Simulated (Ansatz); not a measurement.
Molecule: CH3AlF, net charge 0, doublet state. It need not be the lowest isomer of its formula. 
Structure (B3LYP-D3(BJ)/def2-TZVP (Ansatz, an electronic-structure program) minimum search):
```xyz
6

Al     0.5137    -0.1059     0.2760
C     -0.0666     1.3295    -0.9526
H     -0.9280     1.8408    -0.5137
H     -0.3838     0.8772    -1.8965
H      0.7177     2.0590    -1.1523
F     -0.6316    -1.2642     0.6323
```
Charge 0, spin multiplicity 2.

Wanted: atomisation energy (electronic, to ground-state atoms), in kJ/mol. Cores are frozen in the correlated levels unless marked. Open shells are spin-unrestricted. Spin-orbit coupling is left out. Non-relativistic. The coupled-cluster limit lacks core correlation, which all-electron functionals hold. CBS marks a two-point X^-3 extrapolation of the correlation energy; Hartree-Fock from the larger set. The bracket is a focal-point correction in the basis named.

```csv
level,program,atomisation energy (kJ/mol)
HF/aug-cc-pV(Q+d)Z,Ansatz,1619.9
SVWN5/def2-TZVPD,Ansatz,2375.5
```

Task: What does RI-MP2/CBS(cc-pV(T+d)Z,cc-pV(Q+d)Z)+[CCSD(T)-MP2]/cc-pV(T+d)Z (Ansatz) give?

Result: 2113.0 kJ/mol, so SVWN5/def2-TZVPD differs from it by 262.5 kJ/mol.
